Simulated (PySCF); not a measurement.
# Electron correlation in Te²⁺ (tellurium, charge +2)

[Kr] 4d10 5s2 5p2, high-spin 3P determinant. All numbers are calculated (PySCF 2.14, scalar relativity by spin-free X2C-1e, in x2c-SVPall (6s5p3d, 36 functions)). Frozen: [Kr] 4d10; 4 electrons correlated.

MP2 pair energies summed by pair of shells (mhartree):

```json
{"pair": "5s-5p", "energy": "-20.31", "share (%)": "59.9"}
{"pair": "5s-5s", "energy": "-10.24", "share (%)": "30.2"}
{"pair": "5p-5p", "energy": "-3.34", "share (%)": "9.8"}
```

Total MP2 correlation energy: -33.89 mhartree.

Same-spin part -5.45 and opposite-spin part -28.44 mhartree; SCS-MP2 scales them by 1/3 and 6/5 to -35.95 mhartree.

```json
{"level": "CCSD", "correlation energy (mhartree)": "-47.51"}
{"level": "(T)", "correlation energy (mhartree)": "-0.39"}
{"level": "CCSD(T)", "correlation energy (mhartree)": "-47.90"}
```

Diagnostics: T1 = 0.0062, D1 = 0.0162, largest double amplitude 0.095.

**Question.** Is a single reference adequate?

**Answer.** Mostly. T1 lies below 0.03, but a double amplitude of this size points to a near-degeneracy that CCSD handles and MP2 describes poorly.
